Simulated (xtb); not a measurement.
Pt(Cl)(CO)2 (C₂ClO₂Pt), SMILES [Pt+]([Cl])(<-[C-]#[O+])<-[C-]#[O+], charge +1, multiplicity 1. All values are semi-empirical tight-binding results from xtb (GFN2-xTB unless named), good for trends rather than for accurate numbers. Geometry: GFN2-xTB. The multiplicity is an assumed one; other spin states were not compared. The isomer is the one that the SMILES or the coordinates give; other isomers of the formula were not compared.

For metal compounds this method's bond lengths and energies can be far off.

```yaml
point_group_as_xtb_finds_it: C2v
orbital_gap: 2.66 eV
zero_point_energy: 10.7 kcal/mol
G − E(el) at 298.15 K (modified RRHO): -10.6 kcal/mol
```
